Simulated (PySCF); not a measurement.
# PbF⁻ from Hartree–Fock to correlated methods

State: ³Σ⁻ (triplet), unpaired electrons π ↑↑. Set-up: Pb def2-SVPD with ECP60, F def2-SVPD; scalar-relativistic core potentials (PySCF 2.14). De refers to Pb + F⁻ in their high-spin ground configurations, without counterpoise correction. The functionals are run spin-unrestricted. A positive dipole points towards F; it is taken about the centre of mass and depends on that origin.

```json
{"Level": "UHF", "Re (Å)": "2.199", "ωe (cm⁻¹)": "385", "De (eV)": "n/a", "μ (D)": "-3.91"}
{"Level": "UHF-MP2", "Re (Å)": "2.216", "ωe (cm⁻¹)": "383", "De (eV)": "2.23", "μ (D)": "n/a"}
{"Level": "UHF-SCS-MP2", "Re (Å)": "2.222", "ωe (cm⁻¹)": "378", "De (eV)": "2.17", "μ (D)": "n/a"}
{"Level": "UHF-CCSD", "Re (Å)": "2.214", "ωe (cm⁻¹)": "383", "De (eV)": "n/a", "μ (D)": "n/a"}
{"Level": "UHF-CCSD(T)", "Re (Å)": "2.219", "ωe (cm⁻¹)": "381", "De (eV)": "2.24", "μ (D)": "n/a"}
{"Level": "PBE", "Re (Å)": "2.238", "ωe (cm⁻¹)": "367", "De (eV)": "2.31", "μ (D)": "-3.57"}
{"Level": "BP86", "Re (Å)": "2.235", "ωe (cm⁻¹)": "369", "De (eV)": "2.31", "μ (D)": "-3.50"}
{"Level": "r²SCAN", "Re (Å)": "2.206", "ωe (cm⁻¹)": "389", "De (eV)": "2.47", "μ (D)": "-3.48"}
{"Level": "PBE0", "Re (Å)": "2.207", "ωe (cm⁻¹)": "387", "De (eV)": "2.32", "μ (D)": "-3.63"}
{"Level": "M06-2X", "Re (Å)": "2.217", "ωe (cm⁻¹)": "380", "De (eV)": "2.30", "μ (D)": "-4.07"}
{"Level": "LC-ωPBE", "Re (Å)": "2.203", "ωe (cm⁻¹)": "389", "De (eV)": "2.21", "μ (D)": "-3.79"}
{"Level": "B2PLYP", "Re (Å)": "2.224", "ωe (cm⁻¹)": "376", "De (eV)": "2.20", "μ (D)": "-3.99"}
```

**Question.** Which functional lies closest to UHF-CCSD(T) in De, which farthest, and by how much do they differ from it?

**Answer.** Closest is LC-ωPBE (-1.6 pm in Re, +2.1 % in ωe, -0.03 eV in De against UHF-CCSD(T) in the same basis), farthest r²SCAN (-1.3 pm in Re, +2.1 % in ωe, +0.23 eV in De). CCSD(T) converges more slowly with the basis than the functionals do and binds too weakly in this one, so the order can change at the basis-set limit.

**Question.** What does a quarter of exact exchange do here, going from PBE to PBE0?

**Answer.** PBE0 less PBE: -3.1 pm in Re, +5.4 % in ωe, +0.01 eV in De. Exact exchange removes part of the self-interaction that spreads semilocal densities, and in most molecules shortens and stiffens the bond and lowers De; so it does here.

**Question.** What does the step from GGA to meta-GGA do here, going from PBE to r²SCAN?

**Answer.** r²SCAN less PBE: -3.2 pm in Re, +6.0 % in ωe, +0.16 eV in De. 

Correlated steps freeze 5 core orbitals. Correlated levels converge slowly with the basis: in double zeta they bind strong bonds too weakly, by up to about 1 eV, and carry superposition errors of some tenths. Spin–orbit coupling is left out, which matters for elements this heavy, above all for dissociation energies. For an ion De counts to the pair picked by the measured ionisation energies or electron affinities, which need not be the lowest pair at this level. The highest Kohn–Sham level is positive in this anion. Much of that is self-interaction error, but it also means that the finite basis helps to hold the extra electron. B2PLYP dipoles, levels and charges come from its SCF part alone. The state is the lowest determinant that a PBE0 search found; another state may lie lower at other levels.
